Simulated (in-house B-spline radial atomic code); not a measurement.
# The iron ion Fe⁷⁺: [Ne] 3s2 3p5 3d2 (an excited or competing configuration)

All numbers are computed (Dirac-Hartree-Fock, average of configuration; Fermi nucleus of rms radius 3.7377 fm) with a B-spline radial code for spherical atoms, not measured.

Z_r = [3n² - l(l+1)]/(2<r>); Z_e = n√(-2ε); the last column is Slater's effective charge. Values are occupation-weighted means over j.

| shell | electrons | ε (eV) | <r> (bohr) | Z_r | Z_e | Slater |
| --- | --- | --- | --- | --- | --- | --- |
| 1s | 2 | -7330.5 | 0.05842 | 25.68 | 23.21 | 25.70 |
| 2s | 2 | -1035.2 | 0.2646 | 22.67 | 17.45 | 21.85 |
| 2p | 6 | -900.68 | 0.2346 | 21.31 | 16.27 | 21.85 |
| 3s | 2 | -248.2 | 0.7604 | 17.75 | 12.81 | 15.10 |
| 3p | 5 | -207.25 | 0.7794 | 16.04 | 11.71 | 15.10 |
| 3d | 2 | -150.05 | 0.7842 | 13.39 | 9.96 | 8.65 |

The least bound orbital is 3d5/2 at -150 eV, and it is also the most diffuse (<r> = 0.7849 bohr).

Spin-orbit splittings of the orbital energies (j = l + 1/2 above j = l - 1/2 when positive): 2p 12.7 eV, 3p 1.93 eV, 3d 0.2406 eV.

For the 1s electron the small component carries 0.875 % of the norm, the zero-frequency Breit interaction raises the level by 8.371 eV, self-energy by 4.122 eV, and vacuum polarisation lowers it by 0.3513 eV.
